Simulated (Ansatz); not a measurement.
Z-matrix (Å, degrees):
```
C
Sn 1 2.115
H 1 1.089 2 110.0
H 1 1.089 2 108.2 3 119.9
H 1 1.090 2 109.4 3 -120.7
O 2 1.958 1 104.9 3 -176.9
Br 2 2.490 1 109.5 3 -62.9
H 2 1.707 1 119.6 3 59.4
H 6 0.960 2 113.8 1 166.7
```

Total charge 0; spin multiplicity 1. Sn: def2 effective core potential.

List the PBE/def2-TZVPP orbital energies in eV (the Gaussian-basis code of Ansatz). (Estimate.)

Ansatz gave: Occupied: -13088.53, -1681.66, -1516.03, -1515.96, -1515.96, -510.02, -269.44, -228.43, -170.60, -170.40, -170.39, -133.77, -89.78, -89.68, -89.63, -67.26, -67.21, -67.20, -67.06, -67.06, -26.61, -26.25, -26.17, -26.11, -26.07, -23.73, -18.74, -17.56, -12.92, -11.01, -10.48, -10.30, -8.57, -8.29, -7.88, -7.07, -6.89, -6.81. Lowest empty: -1.70, -0.90, -0.51, 0.65, 1.17, 1.55, 1.91, 2.00.
